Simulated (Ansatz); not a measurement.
Relaxation of C3H12Si (16 atoms, charge 0, multiplicity 1), to a largest force component of 0.02 eV/Å in at most 40 steps.

Method: UKS PBE0-D4/STO-3G in Ansatz.

```xyz
16
Properties=species:S:1:pos:R:3
Si 0.034 -0.054 -2.864
H -0.397 0.250 -4.226
H -0.959 0.447 -1.916
H 1.323 0.584 -2.608
H 0.172 -1.501 -2.708
C 0.895 0.921 1.198
C -0.508 0.379 1.446
C -0.557 -1.136 1.300
H 1.236 0.639 0.204
H 1.593 0.518 1.930
H 0.907 2.006 1.273
H -0.834 0.659 2.450
H -1.201 0.833 0.734
H -1.566 -1.507 1.468
H 0.107 -1.610 2.019
H -0.245 -1.429 0.299
```

Q: Where does it end, and by what steps?

A: It converged. The force dipped under the threshold on the way, but the program's further checks kept it going. Limits of this set-up: minimal basis. After 12 steps the energy has fallen by 0.057 eV; H5 moved furthest, 0.46 Å.

```json
{"step": "0", "energy less start (eV)": "0.0000", "largest force component (eV/Å)": "0.505", "accepted": "yes"}
{"step": "1", "energy less start (eV)": "-0.0510", "largest force component (eV/Å)": "0.106", "accepted": "yes"}
{"step": "2", "energy less start (eV)": "-0.0524", "largest force component (eV/Å)": "0.036", "accepted": "yes"}
{"step": "3", "energy less start (eV)": "-0.0528", "largest force component (eV/Å)": "0.012", "accepted": "yes"}
{"step": "4", "energy less start (eV)": "-0.0539", "largest force component (eV/Å)": "0.049", "accepted": "yes"}
{"step": "5", "energy less start (eV)": "-0.0546", "largest force component (eV/Å)": "0.091", "accepted": "yes"}
{"step": "6", "energy less start (eV)": "-0.0552", "largest force component (eV/Å)": "0.065", "accepted": "yes"}
{"step": "7", "energy less start (eV)": "-0.0560", "largest force component (eV/Å)": "0.030", "accepted": "yes"}
{"step": "8", "energy less start (eV)": "-0.0563", "largest force component (eV/Å)": "0.041", "accepted": "yes"}
{"step": "9", "energy less start (eV)": "-0.0564", "largest force component (eV/Å)": "0.032", "accepted": "yes"}
{"step": "10", "energy less start (eV)": "-0.0566", "largest force component (eV/Å)": "0.006", "accepted": "yes"}
{"step": "11", "energy less start (eV)": "-0.0567", "largest force component (eV/Å)": "0.021", "accepted": "yes"}
{"step": "12", "energy less start (eV)": "-0.0568", "largest force component (eV/Å)": "0.012", "accepted": "yes"}
```

```xyz
16
Properties=species:S:1:pos:R:3
Si -0.096 0.008 -2.765
H -0.228 0.052 -4.200
H -1.223 0.674 -2.159
H 1.123 0.672 -2.374
H -0.055 -1.365 -2.328
C 0.968 0.914 1.212
C -0.465 0.352 1.326
C -0.498 -1.189 1.249
H 1.422 0.628 0.254
H 1.601 0.525 2.020
H 0.962 2.009 1.276
H -0.910 0.679 2.279
H -1.086 0.771 0.519
H -1.527 -1.560 1.335
H 0.097 -1.630 2.060
H -0.084 -1.538 0.294
```

Whether the end is a true minimum wasn't checked by a vibrational analysis.

The run took 50 s on 1 thread of Arm Neoverse V1, with other jobs on the host, peak memory 0.14 GiB.
